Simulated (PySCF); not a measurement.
## Calculated properties of `C[C@@H]1CC[C@@H](C#N)C1`

C7H11N.
Cartesian coordinates in Å at the GFN2-xTB level; atoms count from 1:
```xyz
19
C7H11N angstrom
C     -2.242    0.507    0.151
C     -0.760    0.419   -0.179
C     -0.373   -0.870   -0.908
C      1.144   -0.986   -0.727
C      1.480   -0.161    0.541
C      2.353    0.935    0.202
N      3.031    1.811   -0.084
C      0.133    0.378    1.061
H     -2.458    1.424    0.695
H     -2.546   -0.337    0.767
H     -2.835    0.500   -0.760
H     -0.473    1.279   -0.794
H     -0.658   -0.852   -1.959
H     -0.875   -1.715   -0.433
H      1.667   -0.568   -1.589
H      1.461   -2.023   -0.617
H      1.986   -0.767    1.299
H     -0.283   -0.318    1.792
H      0.239    1.353    1.535
```

Among its groups: nitrile.

From GFN2-xTB geometry:

| Item | Value |
| --- | --- |
| Point group of the GFN2-xTB geometry | C1 |
| Rotational constants A, B, C of the GFN2-xTB geometry | 3.842, 1.422, 1.223 GHz |

From PBE0/def2-SVPD ground state and vertical TDDFT (core frozen in the response) (PySCF):

| Quantity | Value |
| --- | --- |
| Dipole moment | 4.26 D |
| HOMO energy | -9.01 eV |
| LUMO energy | 0.31 eV |
| HOMO–LUMO gap | 9.32 eV |
| Lowest singlet excitation | 7.74 eV (160 nm, f = 0.002) |
| Strongest line among the 6 lowest singlet transitions | S4 at 8.49 eV (146 nm, f = 0.018) |
| Lowest triplet excitation (Tamm–Dancoff) | 6.45 eV |
| Static isotropic polarisability | 82.0 au |
| Electronic spatial extent ⟨r²⟩ about the centre of nuclear charge | 1049 bohr² |

PBE0/pcSseg-1 ground state and GIAO shieldings, non-relativistic (PySCF):

| Item | Value |
| --- | --- |
| Lowest Hirshfeld atomic charge | -0.24 e on N7 |
| Highest Hirshfeld atomic charge | +0.08 e on C6 |
| 13C chemical shifts (computed TMS as zero) by class | 129.9 (C6), 45.0 (C8), 38.9 (C2), 38.6 (C3), 34.6 (C4), 27.0 (C5), 20.9 (C1) ppm |
| 1H chemical shifts (computed TMS as zero) by class | 2.73 (H17), 2.23 (H16), 2.18 (H12), 2.13 (H15), 2.09 (H19), 1.99 (H13), 1.31 (H18), 1.12 (H9/H10/H11), 1.06 (H14) ppm |
| Isotropic shieldings of nuclei other than C and H, by class | -27 (N7) ppm |
| Mayer bond orders between heavy atoms | C1–C2 1.06, C2–C3 0.99, C3–C4 1.05, C4–C5 0.97, C5–C6 0.96, C6–N7 3.06, C5–C8 1.01, C8–C2 0.97 |

Monoisotopic mass (most abundant isotopes): 109.0891 u.

S1 lies 1.58 eV below the HOMO–LUMO gap. The polarisability is 12.16 Å³ as a volume (1 au = 0.148185 Å³), or 1.37 au for each of the 60 electrons. With B = h/(8π²I), that is 505.379 GHz u Å² over I, the principal moments of inertia are 131.5, 355.5 and 413.3 u Å² (most abundant isotopes). The largest Löwdin shares of the HOMO are 0.33 on N7, 0.23 on C6, 0.09 on C8 and 0.07 on C5. No computed singlet falls in the visible range (750 to 380 nm, 1.65 to 3.26 eV); S1 lies 4.48 eV above its blue end. The rotational constants make it an asymmetric top with κ = (2B − A − C)/(A − C) = -0.85, nearer the prolate limit (−1).

One conformer (not necessarily the lowest) at the GFN2-xTB geometry, without solvent or vibrations. NMR classes are plain means over equivalent atoms (diastereotopic ones count apart unless rotation or inversion swaps them), as if these changed places fast; in this geometry the members of some classes differ.

For the NMR shielding job (PBE0/pcSseg-1), hardware: an Arm Neoverse V2 with one thread, shared host. Cost: 22 s, 0.99 GiB resident at most.
